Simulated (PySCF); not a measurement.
C5H7O2Si (doublet state).
Numbering: `[CH:1]#[C:2][Si@@:3]1([OH:4])[O:5][CH:6][C@H:7]1[CH3:8]` (hydrogens: H9 on C1; H10 on O4; H11 on C6; H12 on C7; H13, H14, H15 on C8)

Structure used (GFN2-xTB), in Å, numbered top down from 1:
```xyz
15
C5H7O2Si angstrom
C      3.053   -0.319   -0.076
C      2.015    0.253    0.114
Si     0.370    1.056    0.340
O      0.555    2.216    1.456
O     -0.342    1.578   -1.091
C     -1.345    0.612   -1.104
C     -1.141   -0.132    0.176
C     -0.921   -1.633    0.041
H      3.973   -0.805   -0.232
H     -0.057    2.947    1.509
H     -1.614    0.214   -2.065
H     -1.957    0.044    0.885
H     -1.825   -2.121   -0.321
H     -0.113   -1.836   -0.659
H     -0.655   -2.063    1.004
```

The hyperfine couplings belong to this conformer and change with its torsions.

Theory: UKS B3LYP, pcH-1 on C H O Si, non-relativistic, mean-field spin-orbit, GIAO in PySCF. The structure is a single GFN2-xTB conformer in the gas phase; no vibrational or solvent corrections. The geometry wasn't refined by DFT: couplings that depend on bond lengths, twists or pyramidal angles can differ widely from those at the functional's own minimum. Stability of the SCF solution: not tested.

Question: Match the computed a_iso(13C) values +190.0, +32.9, -19.5, +15.9, +2.6 MHz with the sites C1; C2; C6; C7; C8.

Answer: 
```tsv
site	a_iso (MHz)	ρ(0) (bohr⁻³)	position	distance from C6 (Å)	spin population	largest |T| (MHz)
C1	+2.6	+0.0023	4 bonds from C6	4.61	0.00	0.6
C2	+15.9	+0.0141	3 bonds from C6	3.59	+0.01	1.3
C6	+190.0	+0.1690	largest spin population	0.00	+0.90	153.3
C7	-19.5	-0.0174	1 bond from C6	1.49	-0.05	4.0
C8	+32.9	+0.0293	2 bonds from C6	2.56	+0.02	5.0
```

Question: The isotropic 17O couplings are -31.5, +0.7 MHz. Assign them to O4; O5.

Answer: 
| site | a_iso (MHz) | ρ(0) (bohr⁻³) | position | distance from C6 (Å) | spin population | largest \|T\| (MHz) |
| --- | --- | --- | --- | --- | --- | --- |
| O4 | +0.7 | -0.0012 | 3 bonds from C6 | 3.57 | 0.00 | 0.2 |
| O5 | -31.5 | +0.0520 | 1 bond from C6 | 1.39 | +0.11 | 55.3 |

ρ(0) is the spin density at the nucleus and T the dipolar tensor; a_iso includes a spin–orbit part; entries for several nuclei are means. Largest spin populations (Mulliken): C6 (+0.90) and O5 (+0.11). C6 is the only atom above +0.15. The angles at C6 add up to 348.3°, so it is slightly pyramidal.

β density exceeds α density at some nuclei, such as C7 (-0.0174), H11 (-0.0046) and O4 (-0.0012), spin density in bohr⁻³. In a single determinant that takes different orbitals for the two spins, that is spin polarisation.

Nuclei that the bonding pattern makes equivalent are averaged, as if the motion that swaps them (rotation, inversion, ring flip) were fast. The three 1H nuclei of mean +2.3 MHz run from -2.2 to 9.5 MHz in the frozen geometry.
